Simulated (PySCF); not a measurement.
Si(OH)3(SeH) (H4O3SeSi), SMILES O[Si](O)(O)[SeH]. Geometry: PBE-D3(BJ)/def2-SVP. Other conformers were not sampled.

Task: Give the equilibrium geometry at PBE-D3(BJ)/def2-SVP (PySCF confirms it by a frequency run) as bond lengths and angles. (An estimate is asked for; the answer gives what the named calculation found.)

Result: Several could match; the one computed here: 
Atoms: O1 Si2 O3 O4 Se5 H6 H7 H8 H9. Bonded distances (Å): O1–Si2 1.668, O1–H6 0.973, Si2–O3 1.664, Si2–O4 1.674, Si2–Se5 2.288, O3–H7 0.975, O4–H8 0.974, Se5–H9 1.486. Angles (°): Si2–O1–H6 113.8, O1–Si2–O3 107.1, O1–Si2–O4 104.5, O1–Si2–Se5 117.7, O3–Si2–O4 116.4, O3–Si2–Se5 101.6, O4–Si2–Se5 110.0, Si2–O3–H7 112.6, Si2–O4–H8 113.4, Si2–Se5–H9 91.8.
Charge 0, spin multiplicity 1.
